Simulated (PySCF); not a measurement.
# From computed data to an observable: oscillator strength and radiative lifetime

Se(F)(NH2) (FH₂NSe), SMILES F[Se]N.

Geometry: PBE0-D3(BJ)/def2-TZVP. One conformer was computed; it need not be the lowest.

TDDFT-CAM-B3LYP/def2-SVPD run with PySCF puts the first singlet state with f over 0.02 at 6.25 eV (vertical), with the transition dipole (0.000, 0.000, 0.678) in atomic units.

Question: Find the oscillator strength, the wavelength and the radiative lifetime that this transition would have in vacuum if emission retraced absorption.

Answer: 
|μ|² = 0.4597 au, so |μ| = 1.72 D. ΔE = 6.25/27.211 = 0.2297 hartree. f = (2/3) ΔE |μ|² = 0.070 (the program prints 0.070).
λ = 1239.84/6.25 = 198 nm; ν = 50410 cm⁻¹.
Einstein's coefficient A = 0.6670 ν² f s⁻¹ (ν in cm⁻¹) = 1.2e8 s⁻¹, so τ = 1/A = 8.4 ns. This state is S3; the lower singlets have f = 0.000, 0.003. The figure is the radiative limit of this one transition; relaxation, internal conversion, crossing to triplets and a medium change what is measured.
